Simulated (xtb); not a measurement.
GaHClBr, SMILES [GaH]([Cl])[Br]. All values are semi-empirical tight-binding results from xtb (GFN2-xTB unless named), good for trends rather than for accurate numbers. The structure is a stationary point at GFN2-xTB.

For metal compounds this method's bond lengths and energies can be far off.

Computed properties:
```json
{
 "point_group_as_xtb_finds_it": "Cs",
 "orbital_gap": "4.56 eV",
 "zero_point_energy": "4.7 kcal/mol",
 "G − E(el) at 298.15 K (modified RRHO)": "-14.5 kcal/mol"
}
```
